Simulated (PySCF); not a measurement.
Electronic structure of Ge (germanium, neutral) at the UHF level

Configuration: [Ar] 3d10 4s2 4p1 5s1, high-spin 3P determinant (an excited configuration). All numbers are calculated (PySCF 2.14, scalar relativity through the core potential, in aug-cc-pVQZ-PP with one added diffuse shell each of s, p, d, f, g type with ECP10MDF (8s7p6d4f3g, 114 functions)).

| Quantity | Value |
| --- | --- |
| Total energy | -293.192461 hartree |
| One-electron energy | -519.0451 hartree |
| Hartree (Coulomb) energy | 249.4044 hartree |
| Exchange energy | -23.5517 hartree |
| ⟨S²⟩ | 2.0102 |
| ⟨L²⟩ | 2.045 |
| Sum of ⟨r⟩ | 26.23 bohr |
| Sum of ⟨r²⟩ | 84.38 bohr² |
| Traceless quadrupole moment −½Σ⟨3z² − r²⟩ along its main axis | -0.987 e·bohr² |

```json
{"shell": "3s α", "electrons": "1", "mean orbital energy (hartree)": "-7.52479", "spread (hartree)": "0", "rms radius, mean of both spins (bohr)": "0.670"}
{"shell": "3s β", "electrons": "1", "mean orbital energy (hartree)": "-7.51932", "spread (hartree)": "0", "rms radius, mean of both spins (bohr)": "0.670"}
{"shell": "3p α", "electrons": "3", "mean orbital energy (hartree)": "-5.43754", "spread (hartree)": "0.00056", "rms radius, mean of both spins (bohr)": "0.702"}
{"shell": "3p β", "electrons": "3", "mean orbital energy (hartree)": "-5.43205", "spread (hartree)": "0.01759", "rms radius, mean of both spins (bohr)": "0.702"}
{"shell": "3d α", "electrons": "5", "mean orbital energy (hartree)": "-1.77710", "spread (hartree)": "0.00988", "rms radius, mean of both spins (bohr)": "0.808"}
{"shell": "3d β", "electrons": "5", "mean orbital energy (hartree)": "-1.77366", "spread (hartree)": "0.01740", "rms radius, mean of both spins (bohr)": "0.808"}
{"shell": "4s α", "electrons": "1", "mean orbital energy (hartree)": "-0.74829", "spread (hartree)": "0", "rms radius, mean of both spins (bohr)": "2.24"}
{"shell": "4s β", "electrons": "1", "mean orbital energy (hartree)": "-0.65839", "spread (hartree)": "0", "rms radius, mean of both spins (bohr)": "2.24"}
{"shell": "4p α", "electrons": "1", "mean orbital energy (hartree)": "-0.41542", "spread (hartree)": "0", "rms radius, mean of both spins (bohr)": "2.84"}
{"shell": "5s α", "electrons": "1", "mean orbital energy (hartree)": "-0.11104", "spread (hartree)": "0", "rms radius, mean of both spins (bohr)": "7.48"}
```

Energies and moments cover only the electrons outside the core potential. The outer electron is Rydberg-like, and this basis confines it to a smaller radius and binds it less than a complete one would.
